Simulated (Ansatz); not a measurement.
Program: Ansatz. Geometries: PBE0-D4/def2-TZVP. ΔE: electronic, gas phase. CCSD(T)/CBS adds triple-zeta CCSD(T) − MP2 to the extrapolated MP2 energy (def2 sets, frozen cores). This one scheme is used for every species. DFT in def2-TZVPP. B3LYP here is the variant with VWN-RPA as its local correlation; programs differ in this. Each species was taken in one conformer, which may not be the lowest.

`BOC` + `CSBCl` → `CBOC` + `SBCl`  (redistribution)

| level | ΔE (kcal/mol) | difference from CCSD(T)/CBS |
| --- | --- | --- |
| B3LYP-D4 | -13.6 | 0.2 |
| ωB97M-V | -14.3 | -0.5 |
| B2PLYP | -13.9 | -0.1 |
| PBE | -13.9 | -0.1 |
| revPBE | -13.6 | 0.2 |
| BHLYP | -14.5 | -0.7 |
| LC-ωPBE | -14.8 | -1.0 |
| MP2/def2-SVP | -16.1 | -2.3 |
| SCS-MP2/def2-TZVPP | -13.3 | 0.5 |
| HF/def2-QZVPP | -14.3 | -0.5 |
| CCSD(T)/CBS | -13.8 | 0 |

Largest T1 diagnostic among the species: 0.014.

Leaving LDA and LC-ωPBE aside and taking each functional with its dispersion term where it has one, the values, not all of them listed here, spread over 2.9 kcal/mol, from B97M-V to revPBE-D4. LDA lies −1.3 kcal/mol from PBE without D4. At CCSD(T), def2-SVP lies −2.3 kcal/mol from the extrapolated value and def2-TZVPP −0.4 kcal/mol. From BLYP to BHLYP (50 % exact exchange), in def2-TZVPP and without D4, ΔE moves by −1.0 kcal/mol.
